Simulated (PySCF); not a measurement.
PbBr₂, SMILES [Br][Pb][Br] (connectivity only; charge and spin as stated), neutral, multiplicity 1.

Geometry optimised at r2SCAN-D4/def2-SVP. The isomer is the one that the SMILES or the coordinates give; other isomers of the formula were not compared. The def2 effective core potentials stand for the cores of Pb; spin–orbit coupling is left out.

Method: PBE/def2-TZVPD in PySCF.

Symmetry labels are those of the subgroup C2v that the program uses (full group C2v).

Question: List the valence orbital energies around the gap with their symmetry. (The exact figures need the calculation; the answer reports its results.)

Answer: 
```csv
orbital,symmetry,energy (eV)
HOMO−7,B2,-18.36
HOMO−6,A1,-13.22
HOMO−5,B2,-8.25
HOMO−4,A1,-7.61
HOMO−3,B1,-7.38
HOMO−2,A2,-6.99
HOMO−1,A1,-6.78
HOMO,B2,-6.75
LUMO,B1,-3.93
LUMO+1,A1,-2.23
LUMO+2,B2,-1.86
LUMO+3,A1,-0.40
```
